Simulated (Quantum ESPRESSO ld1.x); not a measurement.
Question: All-electron atom: Xe3+ in [Kr] 4d10 5s2 5p3 (the NIST ground configuration). Calculated with ld1.x of Quantum ESPRESSO 7.5: scalar-relativistic Kohn-Sham, PW91, spin-unpolarised, spherical densities, point nucleus. Some entries of the table are withheld. Estimate them.

orbital,occ.,eigenvalue (eV),<r> (bohr)
1s,2,-34411.8,0.02666
2s,2,-5384.46,0.1146
2p,6,-4835.19,0.1003
3s,2,(1),0.3064
3p,6,-950.972,0.3044
3d,10,-687.867,0.2809
4s,2,(2),0.7162
4p,6,(3),0.7640
4d,10,-92.9513,0.8724
5s,2,-50.3418,1.745
5p,3,-37.0249,2.008
6s,0,-18.4519,3.755
4f,0,-15.5190,1.975

Answer: 
(1) 3s eigenvalue (eV): -1128.36
(2) 4s eigenvalue (eV): -231.185
(3) 4p eigenvalue (eV): -174.968
